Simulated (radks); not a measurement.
The numbers below are computed, except where a source is named.
Problem. Isoelectronic series with 16 electrons, each ion in its NIST ground configuration. Level of theory: Dirac Kohn-Sham, LDA (Slater exchange, Perdew-Wang correlation), spin-unpolarised, spherical densities, point nucleus; open shells fill j = l - 1/2 first (a radial shooting solver on a logarithmic mesh with Libxc functionals). Total energies (hartree) and orbital eigenvalues (eV):

ion,configuration,E (hartree),3p3/2,3p1/2,3s1/2
S,[Ne] 3s2 3p4,-397.83512,-7.0678,-7.1538,-17.2676
Cl+,[Ne] 3s2 3p4,-459.60884,-19.4464,-19.5924,-32.0445
Ar2+,[Ne] 3s2 3p4,-526.16716,-35.3982,-35.6256,-50.4412
K3+,[Ne] 3s2 3p4,-597.50630,-54.7038,-55.0380,-72.2276
Ca4+,[Ne] 3s2 3p4,-673.62890,-77.2556,-77.7264,-97.2971
Sc5+,[Ne] 3s2 3p4,-754.54124,-102.9917,-103.6338,-125.5916
Ti6+,[Ne] 3s2 3p4,-840.25201,-131.8732,-132.7262,-157.0775
V7+,[Ne] 3s2 3p4,-930.77168,-163.8744,-164.9835,-191.7349
Cr8+,[Ne] 3s2 3p4,-1026.11219,-198.9776,-200.3940,-229.5528
Mn9+,[Ne] 3s2 3p4,-1126.28671,-237.1706,-238.9516,-270.5257
Co11+,[Ne] 3s2 3p4,-1341.19597,-322.7946,-325.5039,-361.9345
Ni12+,[Ne] 3s2 3p4,-1455.96234,-370.2156,-373.5032,-412.3763
Cu13+,[Ne] 3s2 3p4,-1575.62592,-420.7054,-424.6577,-465.9835
Zn14+,[Ne] 3s2 3p4,-1700.20493,-474.2626,-478.9743,-522.7638
Ga15+,[Ne] 3s2 3p4,-1829.71851,-530.8867,-536.4613,-582.7260
Ge16+,[Ne] 3s2 3p4,-1964.18675,-590.5779,-597.1282,-645.8802
As17+,[Ne] 3s2 3p4,-2103.63068,-653.3373,-660.9855,-712.2375

Estimate the row of Fe10+ ([Ne] 3s2 3p4).

Solution. E (hartree) -1231.30953; 3p3/2 -278.4449; 3p1/2 -280.6546; 3s1/2 -314.6524.
